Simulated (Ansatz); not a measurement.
Four-centre ligand exchange

Start structure (AlSiN2H9, singlet), relaxed at PBE0-D4/def2-TZVP:

Al1  (1.069, 0.459, 0.817)
H2  (2.151, -0.564, 1.343)
N3  (1.498, 1.678, -0.394)
N4  (-0.561, 0.474, 1.526)
H5  (0.377, -1.314, -0.739)
Si6  (-1.079, -1.429, -1.048)
H7  (2.404, 1.740, -0.827)
H8  (0.886, 2.381, -0.772)
H9  (-0.842, -0.121, 2.288)
H10  (-1.281, 1.153, 1.337)
H11  (-1.642, -0.090, -1.339)
H12  (-1.197, -2.278, -2.266)
H13  (-1.784, -2.088, 0.075)
(Å)

The step: AlN₂H₅ ([NH2][AlH][NH2]) + SiH₄ → AlSiN₂H₇ ([NH2][Al]([NH2])[SiH3]) + H₂; bonds formed: Al1–Si6, H2–H5; bonds broken: Al1–H2, H5–Si6. Program: Ansatz 0.2.0. Basis: def2-TZVPP and def2-QZVPP. Cores are frozen in the correlated methods. Extrapolation: Hartree–Fock as exp(−7.88 √X), correlation as X^−2.97. Energies below are by CCSD(T) at an estimated basis limit (MP2 extrapolated from triple and quadruple zeta, plus CCSD(T) − MP2 in triple zeta).

What are the electronic barrier and the energy of the step, from the start structure to the end structure? (To be estimated.)

By the calculation: Barrier 43.15 kcal/mol; step energy 4.38 kcal/mol (uphill); reverse barrier, their difference, 38.77 kcal/mol. Barrier and step energy count from the start structure, the reverse barrier from the end structure.

The saddle point: One imaginary mode of 1153i cm⁻¹.
```csv
pair,start (Å),saddle (Å),end (Å)
Al1–Si6,3.41,2.67,2.44
H2–H5,2.84,1.10,0.75
Al1–H2,1.58,1.73,3.30
H5–Si6,1.49,1.92,3.83
```

Zero-point energy (harmonic, PBE0-D4): ZPE is 56.93 kcal/mol at the start and 55.38 kcal/mol at the saddle, so the barrier goes from 43.15 to 41.61 kcal/mol.

No T1 diagnostic of these runs exceeds 0.013.

Labels in which every atom is bracketed show which atoms are joined, not bond orders.

For scale, one of the runs: CCSD(T)/def2-TZVPP, 272 basis functions, launched by `ansatz run in.yaml --threads 4 --pin off --events-out ev --progress --plain --max-ram 9574MiB`. Hardware: 4 CPU threads of an AMD EPYC, shared host. Wall time 4.9 min; peak host memory 6.8 GiB.
